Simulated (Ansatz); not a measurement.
Reactions of Cl2F3HSi2 (`F[Si](F)(F)[SiH](Cl)Cl`).

Isolated molecules relaxed with PBE0-D4/def2-TZVP in Ansatz; ΔE leaves out vibrations. CCSD(T)/CBS is the MP2 limit (def2-TZVPP, def2-QZVPP) plus CCSD(T) − MP2 in def2-TZVPP, frozen cores. This one scheme is used for every species. For Ge outer-core shells are correlated without core-valence functions, which leaves a few kJ/mol of doubt a bond. Scalar relativity is left out up to krypton. One conformer a species, not always the lowest.

Q: Order these by ΔE at CCSD(T)/CBS, lowest first. (Best estimate.)
A. `F[Si](F)(F)[SiH](Cl)Cl` + H₂S → `F[Si](F)(F)S` + `Cl[SiH2]Cl`
B. `F[Si](F)(F)[SiH](Cl)Cl` + H₂ → `F[Si](F)(F)[SiH2]Cl` + HCl
C. `F[Si](F)(F)[SiH](Cl)Cl` + `C=C[SiH](Cl)C=C` → `C=C[SiH](Cl)/C=C\[SiH](Cl)Cl` + `F[SiH](F)F`
D. `F[Si](F)(F)[SiH](Cl)Cl` + `[OH][GeH3]` → `Cl[SiH](Cl)[O][GeH3]` + `F[SiH](F)F`
E. `F[Si](F)(F)[SiH](Cl)Cl` + H₂ → `F[SiH](F)[SiH](Cl)Cl` + H–F
F. `F[Si](F)(F)[SiH](Cl)Cl` + H₂S → `S[SiH](Cl)Cl` + `F[SiH](F)F`

A: D (-160.4 kJ/mol), F (-84.5 kJ/mol), A (-76.2 kJ/mol), C (-26.4 kJ/mol), B (+74.0 kJ/mol), E (+135.0 kJ/mol).

Largest T1 diagnostic: 0.012, for `F[Si](F)(F)[SiH2]Cl`.
